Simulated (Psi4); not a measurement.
rubidium atom (Rb), doublet (core potentials on Rb); CAM-B3LYP/def2-TZVPP in Psi4.

Input for Psi4:
```
memory 2 GB

molecule {
0 2
Rb    0.00000000    0.00000000    0.00000000
}

set {
  basis def2-tzvpp
  reference uks
}

energy('cam-b3lyp')
print_variables()
```

It wrote (shortened):

```
   => Loading Basis Set <=

    Name: DEF2-TZVPP
    Role: ORBITAL
    Keyword: BASIS

    !!!  WARNING: ECP capability is in beta. Please check occupations closely.  !!!

         ---------------------------------------------------------
                                   SCF
               by Justin Turney, Rob Parrish, Andy Simmonett
                          and Daniel G. A. Smith
                              UKS Reference
         ---------------------------------------------------------

  ==> Geometry <==

    Molecular point group: d2h
    Geometry (in Angstrom), charge = 0, multiplicity = 2:

       Center              X                  Y                   Z               Mass
    ------------   -----------------  -----------------  -----------------  -----------------
         RB           0.000000000000     0.000000000000     0.000000000000    84.911789737900

  Running in d2h symmetry.

  Rotational constants: A = ************  B = ************  C = ************ [cm^-1]
  Rotational constants: A = ************  B = ************  C = ************ [MHz]
  Nuclear repulsion =    0.000000000000000

  Charge       = 0
  Multiplicity = 2
  Electrons    = 9
  Nalpha       = 5
  Nbeta        = 4

  ==> Algorithm <==

  SCF Algorithm Type is DF.
  DIIS enabled.
  MOM disabled.
  Fractional occupation disabled.
  Guess Type is CORE.
  Energy threshold   = 1.00e-06
  Density threshold  = 1.00e-06
  Integral threshold = 1.00e-12

  ==> Primary Basis <==

  Basis Set: DEF2-TZVPP
    Blend: DEF2-TZVPP
    Number of shells: 14
    Number of basis functions: 40
    Number of Cartesian functions: 46
    Spherical Harmonics?: true
    Max angular momentum: 3

  Core potential: DEF2-TZVPP
    Number of shells: 4
    Number of ECP primitives: 10
    Number of ECP core electrons: 28
    Max angular momentum: 3

  ==> DFT Potential <==

   => LibXC <=

    Version 7.1.2
    S. Lehtola, C. Steigemann, M. J. T. Oliveira, and M. A. L. Marques,  SoftwareX 7, 1–5 (2018) (10.1016/j.softx.2017.11.002)

   => Composite Functional: CAM-B3LYP <=

    CAM-B3LYP Hyb-GGA Exchange-Correlation Functional

    T. Yanai, D. P. Tew, and N. C. Handy,  Chem. Phys. Lett. 393, 51 (2004) (10.1016/j.cplett.2004.06.011)

    Deriv               =              1
    GGA                 =           TRUE
    Meta                =          FALSE

    Exchange Hybrid     =           TRUE
    MP2 Hybrid          =          FALSE

   => Exchange Functionals <=

    0.3500         Becke 88 [omega = 0.3300]
    0.4600   Short-range recipe for B88 functional - erf [omega = 0.3300]

   => Exact (HF) Exchange <=

    0.4600            HF,LR [omega = 0.3300]
    0.1900               HF

   => Correlation Functionals <=

    0.1900   Vosko, Wilk & Nusair (VWN5)
    0.8100   Lee, Yang & Parr

   => LibXC Density Thresholds  <==

    XC_HYB_GGA_XC_CAM_B3LYP:  1.00E-14

   => Molecular Quadrature <=

    Radial Scheme          =       TREUTLER
    Pruning Scheme         =           NONE
    Nuclear Scheme         =       TREUTLER

    Blocking Scheme        =         OCTREE
    BS radius alpha        =              1
    Pruning alpha          =              1
    Radial Points          =             75
    Spherical Points       =            302
    Total Points           =          21744
    Total Blocks           =            268
    Max Points             =            245
    Max Functions          =             40
    Weights Tolerance      =       1.00E-15

   => Loading Basis Set <=

    Name: (DEF2-TZVPP AUX)
    Role: JKFIT
    Keyword: DF_BASIS_SCF

  ==> Integral Setup <==

  SCF_SUBTYPE=INCORE selected. In-core MEM_DF algorithm will be used.
  Using in-core AOs.

  ==> MemDFJK: Density-Fitted J/K Matrices <==

    J tasked:                   Yes
    K tasked:                   Yes
    wK tasked:                  Yes
    Omega:                3.300E-01
    Algorithm:                 Core
    Schwarz Cutoff:           1E-12
    Mask sparsity (%):       0.0000
    Fitting Condition:        1E-10

   => Auxiliary Basis Set <=

  Basis Set: (DEF2-TZVPP AUX)
    Blend: DEF2-UNIVERSAL-JKFIT
    Number of shells: 31
    Number of basis functions: 111
    Number of Cartesian functions: 139
    Spherical Harmonics?: true
    Max angular momentum: 4

  Minimum eigenvalue in the overlap matrix is 2.7595087748E-02.
  Reciprocal condition number of the overlap matrix is 9.0945360421E-03.
    Using symmetric orthogonalization.

  ==> Pre-Iterations <==

  SCF Guess: Core (One-Electron) Hamiltonian.

   -------------------------------------------------------
    Irrep   Nso     Nmo     Nalpha   Nbeta   Ndocc  Nsocc
   -------------------------------------------------------
     Ag        12      12       2       1       1       1
     B1g        3       3       0       0       0       0
     B2g        3       3       0       0       0       0
     B3g        3       3       0       0       0       0
     Au         1       1       0       0       0       0
     B1u        6       6       1       1       1       0
     B2u        6       6       1       1       1       0
     B3u        6       6       1       1       1       0
   -------------------------------------------------------
    Total      40      40       5       4       4       1
   -------------------------------------------------------

  ==> Iterations <==

                           Total Energy        Delta E     RMS |[F,P]|

   @DF-UKS iter   1:   -22.77341479573773   -2.27734e+01   6.74881e-02 ADIIS/DIIS
   @DF-UKS iter   2:   -23.86260770805416   -1.08919e+00   3.01954e-02 ADIIS/DIIS
   @DF-UKS iter   3:   -24.05326825544007   -1.90661e-01   3.37200e-03 ADIIS/DIIS
   @DF-UKS iter   4:   -24.05916621063023   -5.89796e-03   6.72975e-04 ADIIS/DIIS
   @DF-UKS iter   5:   -24.05987989696232   -7.13686e-04   1.52866e-04 ADIIS/DIIS
   @DF-UKS iter   6:   -24.05993612283124   -5.62259e-05   2.21272e-05 DIIS
   @DF-UKS iter   7:   -24.05993699103902   -8.68208e-07   4.10746e-06 DIIS
   @DF-UKS iter   8:   -24.05993700862396   -1.75849e-08   1.16441e-06 DIIS
   @DF-UKS iter   9:   -24.05993701213870   -3.51475e-09   1.69412e-07 DIIS
  Energy and wave function converged.

  ==> Post-Iterations <==

   Electrons on quadrature grid:
      Nalpha   =    5.0000000000 ; deviation = 9.237e-14
      Nbeta    =    4.0000000000 ; deviation = 8.882e-16
      Ntotal   =    9.0000000000 ; deviation = 9.326e-14

   @Spin Contamination Metric:   6.397676058E-05
   @S^2 Expected:                7.500000000E-01
   @S^2 Observed:                7.500639768E-01
   @S   Expected:                5.000000000E-01
   @S   Observed:                5.000000000E-01

    Orbital Energies [Eh]
    ---------------------

    Alpha Occupied:

[...]
    Alpha Virtual:

[...]
    Beta Occupied:

[...]
       1B2u   -0.702484

    Beta Virtual:

[...]
    Final Occupation by Irrep:
             Ag   B1g   B2g   B3g    Au   B1u   B2u   B3u
    DOCC [     1,    0,    0,    0,    0,    1,    1,    1 ]
    SOCC [     1,    0,    0,    0,    0,    0,    0,    0 ]
    NA   [     2,    0,    0,    0,    0,    1,    1,    1 ]
    NB   [     1,    0,    0,    0,    0,    1,    1,    1 ]

  @DF-UKS Final Energy:   -24.05993701213870

   => Energetics <=

    Nuclear Repulsion Energy =              0.0000000000000000
    One-Electron Energy =                 -39.5526131867358473
    Two-Electron Energy =                  17.8639249800135040
    DFT Exchange-Correlation Energy =      -2.3712488054163625
    Empirical Dispersion Energy =           0.0000000000000000
    VV10 Nonlocal Energy =                  0.0000000000000000
    Total Energy =                        -24.0599370121387039

  UHF NO Occupations:
  HONO-2 :    1B2u 1.9999897
  HONO-1 :    1B3u 1.9999897
  HONO-0 :    2 Ag 1.0000000
  LUNO+0 :    2B3u 0.0000103
  LUNO+1 :    2B2u 0.0000103
  LUNO+2 :    2B1u 0.0000103
  LUNO+3 :    3 Ag 0.0000010

Computation Completed

Properties will be evaluated at   0.000000,   0.000000,   0.000000 [a0]

Properties computed using the SCF density matrix

 Multipole Moments:

 ------------------------------------------------------------------------------------
     Multipole            Electronic (a.u.)      Nuclear  (a.u.)        Total (a.u.)
 ------------------------------------------------------------------------------------

 L = 1.  Multiply by 2.5417464519 to convert [e a0] to [Debye]
 Dipole X            :          0.0000000            0.0000000            0.0000000
 Dipole Y            :          0.0000000            0.0000000            0.0000000
 Dipole Z            :          0.0000000            0.0000000            0.0000000
 Magnitude           :                                                    0.0000000

 ------------------------------------------------------------------------------------

  Variable Map:
  ----------------------------------------------------------------------------
[...]
  Array Variable Map:
  ----------------------------------------------------------------------------
[...]
[...]
```
